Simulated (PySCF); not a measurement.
Ionisation energy of Ag³³⁺ by level of theory

Ag³³⁺ [Ne] 3s2 3p2 [3p1/2^2, M_J = 0] → Ag³⁴⁺ [Ne] 3s2 3p1 [3p1/2^1, M_J = 1/2], as a difference of total energies. Computed with PySCF 2.14 in an even-tempered Gaussian basis (19 s from 5.9 bohr⁻², ratio 2.4; 14 p from 7.6 bohr⁻², ratio 2.4; 4 d from 28 bohr⁻², ratio 2.6; 4 f from 41 bohr⁻², ratio 2.6), with the two-component X2C-1e Hamiltonian. Correlated levels: 1s2 frozen; the 56 highest virtual spinors dropped. "Screened" scales the spin-orbit matrix elements by Boettger's factors to mimic the two-electron term; Breit and QED terms are absent.

```
                    method  ionisation energy (eV)
           GHF (spin-free)                  2052.2
          GMP2 (spin-free)                  2052.8
 GHF (screened spin-orbit)                  2073.6
GMP2 (screened spin-orbit)                  2075.4
```

Breit and QED terms and the two-electron picture change are absent.

The spin-free rows relax to the high-spin LS determinant and lack the spin-orbit shift.

The labels give the starting determinants; with spin-orbit coupling the two ends relaxed to ⟨J²⟩ = 0.00, ⟨L²⟩ = 1.34, ⟨S²⟩ = 1.34 and ⟨J²⟩ = 0.75, ⟨L²⟩ = 2.01, ⟨S²⟩ = 0.75.

For comparison: 2077 ± 4 eV (semi-empirical (NIST evaluation); NIST Atomic Spectra Database, ionization energies).
